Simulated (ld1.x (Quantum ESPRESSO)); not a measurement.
Varying the TM potential for Au (Z = 79)

Base potential:

| Item | Value |
| --- | --- |
| Element | Au |
| Generator | ld1.x (Quantum ESPRESSO) 7.5 |
| Type | norm-conserving Troullier–Martins (Kleinman–Bylander form) |
| Functional | PBEsol |
| Relativity | scalar-relativistic |
| Frozen core | [Xe] 4f14 |
| Valence charge | 11 |
| Reference configuration | 5d10 6s1 6p0 |
| Partial waves | 6s (bound): rc 2.40 bohr; 6p (bound, empty): rc 2.95 bohr; 5d (bound): rc 1.45 bohr |
| Local potential | all-electron potential smoothed inside 1.90 bohr (lloc = -1) |
| Core correction | a·sin(br)/r model core inside 0.90 bohr |

All-electron outer shells of the reference configuration (PBEsol, scalar-relativistic, ld1.x):

```json
{"shell": "4f", "level (eV)": "-81.19", "outermost node (bohr)": "–", "outermost maximum (bohr)": "0.37"}
{"shell": "5p", "level (eV)": "-59.80", "outermost node (bohr)": "0.52", "outermost maximum (bohr)": "0.96"}
{"shell": "5d", "level (eV)": "-6.90", "outermost node (bohr)": "0.56", "outermost maximum (bohr)": "1.21"}
{"shell": "6s", "level (eV)": "-5.80", "outermost node (bohr)": "1.11", "outermost maximum (bohr)": "2.32"}
{"shell": "6p", "level (eV)": "-0.70", "outermost node (bohr)": "1.32", "outermost maximum (bohr)": "3.55"}
```

Cutoffs, loose and tight: the cutoffs (Ry, on a coarse ladder) from which the occupation-weighted sum of valence levels, in a spherical-Bessel basis at the reference potential, stays within 10 and 1 mRy of its value at 400 Ry. They do not see the model core or the augmentation charge, which bear on the density cutoff. Test errors are all-electron minus pseudo excitation energies from the reference, over the configurations 5d10 6s0 6p0; 5d9 6s0 6p0; 5d8 6s0 6p0; 5d10 6s0.5 6p0; 5d10 6s0 6p1; 5d9 6s2 6p0; 5d9 6s1 6p0. A dash means not determined; rows that change the core or the reference have their own tests.

A true bound ghost makes a file unfit for plane-wave use even where its test errors are small: the radial tests pick states by their node count and pass the ghost by.

```tsv
change	outcome	cutoff, loose	cutoff, tight	bound ghosts	largest test error (meV)
base	generated	45 Ry	80 Ry	s	-172
wave 6s (bound): rc 2.40 bohr becomes 6s (bound): rc 1.54 bohr	generated	70 Ry	120 Ry	s	-212
fully relativistic	generated	45 Ry	80 Ry	s	-159
all radii but the core radius scaled by about 1.41 (s 3.38, p 4.14, d 2.04 bohr); local potential all-electron potential smoothed inside 2.66 bohr (lloc = -1)	generated	45 Ry	60 Ry	none	-517
reference 5d10 6s0.5 6p0.5	generated	45 Ry	80 Ry	s	-543
wave 6p (bound): rc 2.95 bohr becomes 6p (bound): rc 4.42 bohr	generated	45 Ry	80 Ry	s	-172
local potential all-electron potential smoothed inside 3.22 bohr (lloc = -1)	generated	45 Ry	80 Ry	none	-469
local potential the s channel	generated	45 Ry	80 Ry	none	-371
core correction a·sin(br)/r model core inside 0.56 bohr	generated	45 Ry	80 Ry	s	-172
```

Question: What comes out with this change to the base: wave 5d (bound): rc 1.45 bohr becomes 5d (bound): rc 1.78 bohr?

Answer: outcome: generated; cutoff, loose: 45 Ry; cutoff, tight: 55 Ry; bound ghosts: s; largest test error (meV): -172.

Question: What comes out with this change to the base: reference 5d9 6s2 6p0?

Answer: outcome: generated; cutoff, loose: 45 Ry; cutoff, tight: 80 Ry; bound ghosts: s; largest test error (meV): -294.
